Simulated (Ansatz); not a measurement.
Consider the atomization: `[O][Si](O)(O)Cl`• → Cl• + 2 H• + 3 O• + Si•.

Calculated with Ansatz (gas phase, PBE0-D4/def2-TZVP geometries, no zero-point term in ΔE). CCSD(T)/CBS is the MP2 limit (def2-TZVPP, def2-QZVPP) plus CCSD(T) − MP2 in def2-TZVPP, frozen cores. This one scheme is used for every species, atoms too. DFT in def2-TZVPP. HSE06 is defined as in plane-wave codes. Open shells (•) are unrestricted, without spin–orbit coupling. Spin–orbit coupling would lower the free atoms: a little for Cl, O, Si. Each species was taken in one conformer, which may not be the lowest.

```
           level  ΔE (kcal/mol)  difference from CCSD(T)/CBS
       r2SCAN-D4          650.1                          3.6
      r2SCAN0-D4          630.6                        -15.9
        HSE06-D4          637.2                         -9.3
         ωB97X-V          645.1                         -1.4
          B2PLYP          633.3                        -13.2
             PBE          653.5                          7.0
            PBE0          633.0                        -13.5
           HSE06          633.9                        -12.6
       CAM-B3LYP          640.3                         -6.2
         LC-ωPBE          638.4                         -8.1
    MP2/def2-SVP          596.9                        -49.6
CCSD(T)/def2-SVP          575.5                        -71.0
   HF/def2-TZVPP          446.0                       -200.5
 CCSD/def2-TZVPP          610.1                        -36.4
 MP2/cc-pV(D+d)Z          586.1                        -60.4
     MP2/CBS(cc)          671.7                         25.2
     CCSD(T)/CBS          646.5                            0
```

Largest T1 diagnostic among the species: 0.015.

From r2SCAN to r2SCAN0 (25 % exact exchange), in def2-TZVPP and without D4, ΔE moves by −19.7 kcal/mol: exact exchange takes away binding that semilocal exchange gives to molecules. Leaving LDA and LC-ωPBE aside and taking each functional with its dispersion term where it has one, the values, not all of them listed here, spread over 46.7 kcal/mol, from BHLYP-D4 to PBE-D4. LDA lies +100.4 kcal/mol from PBE without D4, its usual overbinding. In def2-TZVPP, CCSD(T) changes the Hartree–Fock value by +176.2 kcal/mol (the triples alone add +12.2 kcal/mol) and MP2 by +200.6 kcal/mol; breaking electron pairs costs correlation energy, which Hartree–Fock lacks.

For atomizations the MP2-based limit and the directly extrapolated one differ by several kJ/mol either way, and by 10 to 25 for some Ge, Se and Sn compounds, so smaller differences from it don't rank the levels.
